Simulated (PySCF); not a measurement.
B3LYP has the VWN-RPA correlation part, as in Gaussian. Excitations are Tamm–Dancoff values on a coarser integration grid. The basis has no diffuse functions, so Rydberg states are missing or too high.

Cartesian coordinates (Å):
```xyz
10

O      1.7597    -0.4033     0.1005
C      0.4930    -0.0100     0.5563
C     -0.7653    -0.6092     0.0142
C     -0.4163     0.8435    -0.2690
H      1.7161    -0.5773    -0.8459
H      0.5446     0.1847     1.6188
H     -0.6693    -1.3090    -0.8069
H     -1.5792    -0.8298     0.6921
H     -0.0936     1.0866    -1.2740
H     -0.9897     1.6237     0.2138
```
Charge 0, multiplicity 1.

### Question
What S1–T1 gap (TDA), S1 excitation (TDA) and HOMO does B3LYP-D3(BJ)/def2-TZVP run with PySCF give?

### Answer

```yaml
S1–T1 gap (TDA): 0.27 eV
S1 excitation (TDA): 6.48 eV
HOMO: -6.90 eV
```
